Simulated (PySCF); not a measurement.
PySCF 2.14 output of a UHF calculation on a single atom or ion in aug-cc-pVDZ (4s3p2d, 23 functions), with no relativity, point nucleus:

```
SCF conv_tol = 1e-09
number electrons alpha = 2  beta = 2
cycle= 1 E= -24.2350137312816  delta_E= -2.13e-14  |g|= 2.94e-08  |ddm|= 2.05e-06
converged SCF energy = -24.2350137312816  <S^2> = -9.3258734e-15  2S+1 = 1
```

The run itself started from symmetry-adapted Hartree-Fock orbitals and held the occupation by maximum overlap, so the iterations belong to that start.

Which element, charge and spin multiplicity is this?

B⁺ (boron, charge +1), multiplicity 1; the state was [He] 2s2, closed-shell 1S.
